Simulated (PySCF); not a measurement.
CH₁₀GeSSi₂, SMILES CS[SiH2][SiH2][GeH3], GFN2-xTB optimised geometry.

```
15

C      2.55    -2.55     0.00
S      2.22    -0.76     0.00
Si     0.07    -0.76     0.00
Si    -0.54     1.46     0.00
Ge    -2.86     1.67    -0.09
H      3.63    -2.67     0.00
H      2.13    -3.00     0.90
H      2.12    -3.00    -0.89
H     -0.32    -1.57    -1.16
H     -0.32    -1.56     1.17
H      0.03     2.19    -1.14
H     -0.06     2.16     1.20
H     -3.63     0.71     0.76
H     -3.48     1.48    -1.44
H     -3.41     3.00     0.34
```

Density from B3LYP/def2-TZVP in PySCF at that geometry.

Minimum of the electron density along straight lines between bonded atoms, close to the bond critical point (lines longer than 1.1 times the sum of covalent radii, or with two minima, are not listed):

```csv
bond,length / Å,ρ at the minimum / e bohr⁻³,∇²ρ there / e bohr⁻⁵,position (fraction from the first atom)
C1–S2,1.816,0.178,[?],0.47
S2–Si3,2.149,0.099,[?],0.64
Si3–Si4,2.312,0.098,-0.18,0.53
Si4–Ge5,2.335,0.094,-0.17,0.41
C1–H6,1.085,0.284,-0.99,0.64
C1–H7,1.086,0.285,-1.00,0.64
C1–H8,1.086,0.285,-1.00,0.64
Si3–H9,1.468,0.124,0.17,0.49
Si3–H10,1.468,0.124,0.17,0.49
Si4–H11,1.467,0.123,0.19,0.49
Si4–H12,1.467,0.123,0.19,0.49
Ge5–H13,1.502,0.139,0.10,0.60
Ge5–H14,1.500,0.140,0.09,0.60
Ge5–H15,1.500,0.140,0.09,0.60
```

Complete the blanks.


- C1–S2, ∇²ρ there / e bohr⁻⁵: -0.29
- S2–Si3, ∇²ρ there / e bohr⁻⁵: 0.08
